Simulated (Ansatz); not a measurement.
A short molecular-dynamics run on the cluster Be₃⁻ (the lowest doublet isomer of a short search).

```yaml
crystal:
  periodic: [false, false, false]
  atoms:
    - {symbol: Be, position_ang: [-0.939660, -0.489861, -0.582945]}
    - {symbol: Be, position_ang: [0.384601, 1.108091, -0.294698]}
    - {symbol: Be, position_ang: [0.555059, -0.618220, 0.877643]}
basis:
  gaussian: {orbitals: "6-31G*"}
total_charge: -1
magnetization: {spin_polarized: true, initial_magnetization: 1}
hamiltonian: {xc: {name: revPBE}}
md: {timestep: 1 fs, n_steps: 15, ensemble: nvt_langevin, temperature: 1500, initial_velocities: maxwell_boltzmann, friction: 0.01, seed: 219}
scf: {omitted_lower_state_checks: [starts]}
```

```sh
$ ansatz run in.yaml --threads 4 --pin off --events-out ev --progress --plain --max-ram 3916MiB
```

```csv
step,time (fs),potential energy (eV),kinetic (eV),T (K)
0,0.0,-1199.6922,0.3878,1000
1,1.0,-1199.6932,0.4159,1073
2,2.0,-1199.6922,0.3474,896
3,3.0,-1199.6893,0.3668,946
4,4.0,-1199.6839,0.3706,956
5,5.0,-1199.6768,0.4150,1070
6,6.0,-1199.6672,0.4448,1147
7,7.0,-1199.6551,0.3985,1028
8,8.0,-1199.6412,0.4022,1037
9,9.0,-1199.6261,0.4251,1096
10,10.0,-1199.6113,0.3635,937
11,11.0,-1199.5955,0.3301,851
12,12.0,-1199.5783,0.2737,706
13,13.0,-1199.5619,0.2665,687
14,14.0,-1199.5466,0.2073,535
15,15.0,-1199.5333,0.1829,472
```

Velocities are drawn at the set temperature; a run this short doesn't reach equilibrium. Under Langevin dynamics the printed temperature counts 3N degrees of freedom, so it starts below the set value.

The 6-31G sets use Cartesian d functions. The highest occupied level of an anion often lies above zero with these methods, and sets without diffuse functions describe the outer electron poorly.

Frames (Å, forces in eV/Å):

```xyz
3
time=0.0 fs
Be   -0.940   -0.490   -0.583   -0.093   -0.048   -0.058
Be    0.385    1.108   -0.295    0.038    0.110   -0.030
Be    0.555   -0.618    0.878    0.055   -0.062    0.087
3
time=1.0 fs
Be   -0.945   -0.502   -0.581   -0.027    0.030   -0.041
Be    0.377    1.124   -0.286   -0.025    0.007   -0.027
Be    0.567   -0.623    0.866    0.052   -0.038    0.068
3
time=2.0 fs
Be   -0.951   -0.512   -0.580    0.037    0.096   -0.018
Be    0.370    1.139   -0.278   -0.076   -0.085   -0.023
Be    0.581   -0.627    0.856    0.039   -0.012    0.041
3
time=3.0 fs
Be   -0.957   -0.524   -0.579    0.097    0.158    0.005
Be    0.363    1.153   -0.271   -0.121   -0.173   -0.018
Be    0.594   -0.633    0.846    0.024    0.015    0.013
3
time=4.0 fs
Be   -0.964   -0.536   -0.579    0.158    0.222    0.028
Be    0.356    1.166   -0.264   -0.167   -0.260   -0.018
Be    0.607   -0.638    0.834    0.009    0.037   -0.011
3
time=5.0 fs
Be   -0.971   -0.549   -0.580    0.216    0.281    0.054
Be    0.350    1.179   -0.256   -0.207   -0.333   -0.022
Be    0.620   -0.642    0.821   -0.009    0.052   -0.032
3
time=6.0 fs
Be   -0.980   -0.560   -0.581    0.283    0.338    0.088
Be    0.343    1.193   -0.247   -0.246   -0.400   -0.030
Be    0.635   -0.644    0.809   -0.037    0.062   -0.058
3
time=7.0 fs
Be   -0.990   -0.571   -0.582    0.353    0.388    0.127
Be    0.337    1.206   -0.239   -0.279   -0.467   -0.033
Be    0.651   -0.647    0.797   -0.074    0.079   -0.094
3
time=8.0 fs
Be   -1.000   -0.581   -0.582    0.418    0.431    0.164
Be    0.331    1.220   -0.232   -0.303   -0.533   -0.031
Be    0.667   -0.650    0.787   -0.115    0.103   -0.133
3
time=9.0 fs
Be   -1.009   -0.590   -0.582    0.477    0.465    0.200
Be    0.321    1.235   -0.225   -0.318   -0.599   -0.023
Be    0.684   -0.652    0.779   -0.159    0.134   -0.177
3
time=10.0 fs
Be   -1.019   -0.597   -0.581    0.528    0.488    0.232
Be    0.309    1.249   -0.221   -0.321   -0.658   -0.011
Be    0.701   -0.654    0.771   -0.207    0.170   -0.221
3
time=11.0 fs
Be   -1.028   -0.604   -0.580    0.576    0.506    0.263
Be    0.297    1.261   -0.218   -0.320   -0.714    0.004
Be    0.717   -0.656    0.767   -0.256    0.208   -0.267
3
time=12.0 fs
Be   -1.036   -0.612   -0.578    0.618    0.523    0.289
Be    0.286    1.273   -0.216   -0.316   -0.766    0.019
Be    0.733   -0.658    0.764   -0.302    0.244   -0.308
3
time=13.0 fs
Be   -1.043   -0.621   -0.577    0.654    0.539    0.310
Be    0.274    1.283   -0.216   -0.312   -0.810    0.030
Be    0.746   -0.658    0.760   -0.341    0.271   -0.340
3
time=14.0 fs
Be   -1.050   -0.627   -0.576    0.685    0.552    0.328
Be    0.263    1.293   -0.215   -0.308   -0.844    0.038
Be    0.759   -0.656    0.755   -0.377    0.292   -0.367
3
time=15.0 fs
Be   -1.055   -0.632   -0.576    0.708    0.563    0.342
Be    0.253    1.302   -0.213   -0.303   -0.872    0.043
Be    0.770   -0.655    0.750   -0.405    0.309   -0.386
```

It took 13 s on 4 threads of Arm Neoverse V2 on a shared host.
